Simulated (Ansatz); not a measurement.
Consider the cleavage of the B–Si bond: `NB[SiH2][SeH]` + `PS` → `NBPS` + `[SiH3][SeH]`.

Isolated molecules relaxed with PBE0-D4/def2-TZVP in Ansatz; ΔE leaves out vibrations. CCSD(T)/CBS adds triple-zeta CCSD(T) − MP2 to the extrapolated MP2 energy (def2 sets, frozen cores). This one scheme is used for every species. Functionals use def2-TZVPP. For Se outer-core shells are correlated without core-valence functions, which leaves a few kJ/mol of doubt a bond. Scalar relativity is left out up to krypton. Each species was taken in one conformer, which may not be the lowest.

| level | ΔE (eV) |
| --- | --- |
| B2PLYP | -0.17 |
| PBE0 | -0.14 |

What does CCSD(T)/CBS give? (Best estimate.)

Ansatz gave: -0.17 eV. The listed levels differ from it by 0.00, 0.03 eV.

Largest T1 diagnostic among the species: 0.014.
